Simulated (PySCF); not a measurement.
C6H11N3.
Bonds: C1–C2, C2–C3, C3–C4 (aromatic), C4–N5 (aromatic), N5–N6 (aromatic), N6–C7, C7–C8, N6–N9 (aromatic), C3–N9 (aromatic). Hydrogens: H10, H11, H12 on C1; H13, H14 on C2; H15 on C4; H16, H17 on C7; H18, H19, H20 on C8.

The same species was optimised twice, with GFN2-xTB and with PBE0-D3(BJ)/def2-SVP (PySCF), and the same property calculations (PySCF, gas phase) were run on both structures.

```json
{"coordinate": "N6–C7 (Å)", "GFN2-xTB": "1.434", "PBE0-D3(BJ)/def2-SVP": "1.447", "change": "+0.013"}
{"coordinate": "C7–C8 (Å)", "GFN2-xTB": "1.526", "PBE0-D3(BJ)/def2-SVP": "1.517", "change": "-0.009"}
{"coordinate": "C3–C4 (Å)", "GFN2-xTB": "1.402", "PBE0-D3(BJ)/def2-SVP": "1.409", "change": "+0.007"}
{"coordinate": "N6–N9 (Å)", "GFN2-xTB": "1.311", "PBE0-D3(BJ)/def2-SVP": "1.316", "change": "+0.005"}
{"coordinate": "C2–C3 (Å)", "GFN2-xTB": "1.487", "PBE0-D3(BJ)/def2-SVP": "1.492", "change": "+0.005"}
{"coordinate": "C4–N5 (Å)", "GFN2-xTB": "1.325", "PBE0-D3(BJ)/def2-SVP": "1.330", "change": "+0.005"}
{"coordinate": "C3–N9 (Å)", "GFN2-xTB": "1.330", "PBE0-D3(BJ)/def2-SVP": "1.333", "change": "+0.003"}
{"coordinate": "C1–C2 (Å)", "GFN2-xTB": "1.530", "PBE0-D3(BJ)/def2-SVP": "1.527", "change": "-0.003"}
{"coordinate": "N5–N6 (Å)", "GFN2-xTB": "1.310", "PBE0-D3(BJ)/def2-SVP": "1.313", "change": "+0.003"}
{"coordinate": "C1–C2–C3 (°)", "GFN2-xTB": "110.7", "PBE0-D3(BJ)/def2-SVP": "112.9", "change": "+2.2"}
{"coordinate": "N6–C7–C8 (°)", "GFN2-xTB": "111.0", "PBE0-D3(BJ)/def2-SVP": "112.2", "change": "+1.2"}
{"coordinate": "N5–N6–N9 (°)", "GFN2-xTB": "114.9", "PBE0-D3(BJ)/def2-SVP": "115.8", "change": "+0.9"}
{"coordinate": "C4–N5–N6 (°)", "GFN2-xTB": "104.6", "PBE0-D3(BJ)/def2-SVP": "103.9", "change": "-0.7"}
{"coordinate": "C2–C3–N9 (°)", "GFN2-xTB": "123.1", "PBE0-D3(BJ)/def2-SVP": "122.4", "change": "-0.7"}
{"coordinate": "N5–N6–C7 (°)", "GFN2-xTB": "122.7", "PBE0-D3(BJ)/def2-SVP": "122.0", "change": "-0.7"}
{"coordinate": "C2–C3–C4 (°)", "GFN2-xTB": "129.7", "PBE0-D3(BJ)/def2-SVP": "130.3", "change": "+0.6"}
{"coordinate": "C3–N9–N6 (°)", "GFN2-xTB": "105.1", "PBE0-D3(BJ)/def2-SVP": "104.5", "change": "-0.6"}
{"coordinate": "C1–C2–C3–C4 (°)", "GFN2-xTB": "87", "PBE0-D3(BJ)/def2-SVP": "90", "change": "+3"}
{"coordinate": "N5–N6–C7–C8 (°)", "GFN2-xTB": "-87", "PBE0-D3(BJ)/def2-SVP": "-86", "change": "+1"}
```

Rotational constants: A = 3616, B = 976.0, C = 880.5 MHz (GFN2-xTB) against A = 3516, B = 975.5, C = 871.3 MHz (PBE0-D3(BJ)/def2-SVP). Point groups within 0.08 Å: C1 and C1.

On the GFN2-xTB structure: HOMO (eV) -7.18 [PBE0/pcSseg-1]; LUMO (eV) 0.14 [PBE0/pcSseg-1]; dipole (D) 0.50 [PBE0/pcSseg-1]; GIAO shielding of C1 (ppm) 166.2 [PBE0/pcSseg-1]; GIAO shielding of C2 (ppm) 163.1 [PBE0/pcSseg-1]; GIAO shielding of C3 (ppm) 31.4 [PBE0/pcSseg-1]; GIAO shielding of C4 (ppm) 49.8 [PBE0/pcSseg-1]; GIAO shielding of N5 (ppm) -97.6 [PBE0/pcSseg-1]; GIAO shielding of N6 (ppm) -12.5 [PBE0/pcSseg-1]; GIAO shielding of C7 (ppm) 135.5 [PBE0/pcSseg-1]; GIAO shielding of C8 (ppm) 167.5 [PBE0/pcSseg-1].

Task: What do these properties become on the PBE0-D3(BJ)/def2-SVP structure?

Result: 
```
                                    property          level  on GFN2-xTB  on PBE0-D3(BJ)/def2-SVP  change
                                   HOMO (eV)  PBE0/pcSseg-1        -7.18                    -7.20   -0.02
                                   LUMO (eV)  PBE0/pcSseg-1         0.14                     0.08   -0.06
                                  dipole (D)  PBE0/pcSseg-1         0.50                     0.54   +0.04
energy, GFN2-xTB geometry as zero (kcal/mol)  PBE0/pcSseg-1          0.0                     -0.8    -0.8
                  GIAO shielding of C1 (ppm)  PBE0/pcSseg-1        166.2                    165.0    -1.2
                  GIAO shielding of C2 (ppm)  PBE0/pcSseg-1        163.1                    162.1    -1.0
                  GIAO shielding of C3 (ppm)  PBE0/pcSseg-1         31.4                     30.3    -1.1
                  GIAO shielding of C4 (ppm)  PBE0/pcSseg-1         49.8                     47.6    -2.2
                  GIAO shielding of N5 (ppm)  PBE0/pcSseg-1        -97.6                    -99.0    -1.4
                  GIAO shielding of N6 (ppm)  PBE0/pcSseg-1        -12.5                    -16.3    -3.8
                  GIAO shielding of C7 (ppm)  PBE0/pcSseg-1        135.5                    133.5    -2.0
                  GIAO shielding of C8 (ppm)  PBE0/pcSseg-1        167.5                    166.3    -1.2
```

The heavy atoms differ by 0.031 Å rms after alignment. Among bonds between heavy atoms N6–C7 changes most (+0.013 Å). Changes are differences of the printed values. Neither structure is proved a minimum here.

Shape of the structure used: `[CH3:1][CH2:2][c:3]1[cH:4][n:5][n:6]([CH2:7][CH3:8])[n:9]1`: C1–C2–C3–C4 90°, N5–N6–C7–C8 -86°.
